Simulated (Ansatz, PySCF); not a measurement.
VOBr, SMILES [O]=[V][Br] (connectivity only; charge and spin as stated), neutral, multiplicity 3. Atoms are numbered in the order given.

```xyz
3

V      0.1426     0.9808     0.0000
O     -0.7907     2.2573     0.0000
Br     0.1175    -1.4325     0.0000
```
Charge 0, spin multiplicity 3.

The structure is a stationary point at B3LYP-D3(BJ)/def2-TZVP. The multiplicity is an assumed one; other spin states were not compared.

Two levels are set side by side: PBE-D3(BJ)/def2-TZVP (Ansatz, a first-principles code) and B3LYP-D3(BJ)/def2-TZVP (Ansatz). Each level has its own optimised geometry; the coordinates shown are those of the second. Frequencies come from the Hessian of PySCF at each geometry. Differences are taken from unrounded values.

| quantity | B3LYP-D3(BJ) | PBE-D3(BJ) | PBE-D3(BJ) minus B3LYP-D3(BJ) |
|---|---|---|---|
| mean bond length (Å) | 1.997 | 1.971 | -0.026 |
| bond V1–O2 (Å) | 1.581 | 1.585 | 0.004 |
| bond V1–Br3 (Å) | 2.413 | 2.358 | -0.056 |
| highest harmonic wavenumber (cm⁻¹) | 1066 | 1038 | -28 |
| mean harmonic wavenumber (cm⁻¹) | 478 | 491 | 14 |
| zero-point energy (kcal/mol) | 2.05 | 2.11 | 0.06 |
